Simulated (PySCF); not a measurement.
Species: B₃H₃O₃.
Z-matrix (Å and degrees, PBE0-D3(BJ)/def2-SVP geometry), rows numbered from 1:
```
B 
O   1  1.3712
B   2  1.3709  1  120.57
O   3  1.3707  2  119.44  1    -0.61
B   4  1.3709  3  120.59  2     0.32
O   1  1.3705  2  119.38  3     0.50
H   1  1.2015  2  120.36  3  -179.39
H   3  1.2014  2  120.23  1   179.36
H   5  1.2020  4  120.34  3  -179.86
```

Level of theory: TDDFT B3LYP/def2-SVPD, vertical, gas phase, core orbitals frozen in the response in PySCF.

Computed states:

```
state  E (eV)       f
   S1    7.18  0.0000
   S2    7.24  0.0000
   S3    7.24  0.0000
   S4    7.28   0.047
   S5    8.38  0.0000
   S6    8.66  0.0003
   S7    8.66  0.0003
   S8    8.85  0.0000
   S9    8.86  0.0000
  S10    9.03   0.035
```

Each state is given a Gaussian of 0.25 eV full width at half maximum, with ε(max) = 2.175×10⁸ f / Δν̃ (Δν̃ the width in cm⁻¹). The width is an assumption, not a result. The curve ends short of the highest state used, and states not computed would add to its high-energy end.

Question: Give the broadened spectrum and its maxima.

Answer: 
```tsv
λ (nm)	ε (L mol⁻¹ cm⁻¹)
147.1	6
148.1	2
149.1	0
150.1	0
151.1	0
152.2	0
153.2	0
154.2	0
155.2	0
156.2	0
157.2	0
158.2	0
159.2	0
160.2	0
161.2	2
162.2	13
163.2	52
164.2	178
165.2	494
166.2	1129
167.2	2139
168.2	3380
169.2	4484
170.2	5026
171.2	4786
172.2	3895
173.2	2723
174.2	1644
175.2	862
176.2	394
177.2	158
178.2	56
179.2	17
180.2	5
181.2	1
182.2	0
```

Maxima: 170 nm (7.28 eV), ε about 5000, made up of S4 (100%) (ε in L mol⁻¹ cm⁻¹; maxima over ε = 5, shares over 10%). At its high-energy end, 8.43 eV, the curve is still rising (ε about 6.6, from S6 and S7).

Question: Coming from long wavelengths, where does ε first pass 100 L mol⁻¹ cm⁻¹?

Answer: At about 178 nm (6.98 eV), 0.20 eV below S1.

Question: What would ε be at 7.28 eV, the highest of these maxima, with half the width (0.125 eV)?

Answer: About 10100 L mol⁻¹ cm⁻¹ against 5040, a factor of about 1.99; a lone state at its own centre would give exactly 2.

Question: Does any computed singlet lie in the visible range?

Answer: No computed singlet lies in the visible range (380 to 750 nm); the lowest, at 173 nm, stands 3.92 eV above its violet end (3.26 eV).

The vertical ionisation energy (ΔSCF) is 11.87 eV, 2.84 eV above S10.

Hardware: Arm Neoverse V2, one thread, no GPU (shared host). Cost: 26 s (with the writing of density and orbital grids), 0.63 GiB resident at most.
